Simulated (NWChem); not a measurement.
# ammonia (NH₃); SMILES N

```xyz
4

N      0.0000     0.0000     0.1315
H      0.6642     0.6642    -0.2639
H      0.2431    -0.9073    -0.2639
H     -0.9073     0.2431    -0.2639
```
Atoms are numbered in this order, from 1.

Program: NWChem. The geometry was optimised at B3LYP/6-31G* (spherical d). No frequency run checked for a minimum. GIAO values for the isolated, static molecule; σ is the absolute isotropic shielding.

Task: Estimate the computed values for PBE0/x2c-TZVPall-s, scalar ZORA without spin-orbit coupling. Quantities: σ N1 (ppm); σ H2 (ppm).

Result: 
| Item | Result |
|---|---|
| σ N1 (ppm) | 259.8 |
| σ H2 (ppm) | 31.66 |
